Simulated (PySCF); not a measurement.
**UHF on Cr (chromium, neutral)**

Configuration: [Ar] 3d4 4s1 5s1, high-spin 7D determinant (an excited configuration). All numbers are calculated (PySCF 2.14, the spin-free X2C one-electron Hamiltonian (Gaussian nucleus), in aug-cc-pwCVTZ-DK with one added diffuse shell each of s, p, d, f, g type (11s10p8d5f4g, 152 functions)).

```
Total energy                                                  : -1049.492346 hartree
One-electron energy                                           : -1439.5986 hartree
Hartree (Coulomb) energy                                      : 438.0146 hartree
Exchange energy                                               : -47.9083 hartree
⟨S²⟩                                                          : 12.0012
⟨L²⟩                                                          : 6.019
Sum of ⟨r⟩                                                    : 26.81 bohr
Sum of ⟨r²⟩                                                   : 119.2 bohr²
Traceless quadrupole moment −½Σ⟨3z² − r²⟩ along its main axis : 0.269 e·bohr²
Langevin diamagnetic susceptibility                           : -94.4 ×10⁻⁶ cm³/mol
```

```tsv
shell	electrons	mean orbital energy (hartree)	spread (hartree)	rms radius, mean of both spins (bohr)
1s α	1	-222.38859	0	0.0734
1s β	1	-222.38665	0	0.0734
2s α	1	-26.98782	0	0.316
2s β	1	-26.89247	0	0.316
2p α	3	-22.62083	0.00072	0.287
2p β	3	-22.53020	0.02730	0.287
3s α	1	-3.86535	0	0.964
3s β	1	-3.54853	0	0.964
3p α	3	-2.60126	0.04758	1.04
3p β	3	-2.22575	0.07048	1.04
3d α	4	-0.72218	0.06314	1.38
4s α	1	-0.40817	0	3.20
5s α	1	-0.08564	0	9.60
```

The outer electron is Rydberg-like, and this basis confines it to a smaller radius and binds it less than a complete one would.

Densities and radii are taken from the X2C orbitals without a picture-change correction, which distorts them close to the nucleus.

Spin-orbit constants ζ (cm⁻¹) from the X2C one-electron operator on these orbitals: bare nucleus, nucleus screened by l(l+1)(2l+1)/3 electrons, and screened by the Breit-Pauli mean field of the electrons.

```csv
shell,bare,screened nucleus,mean field
2p,49360,45250,n/a
3p,5708,5232,n/a
3d,473.2,276.1,n/a
```

To first order the Landé constant is A = 46.01 cm⁻¹, so the lowest level has J = 1 and lies 0.0456 eV below the centre of the term. This holds in LS coupling only.
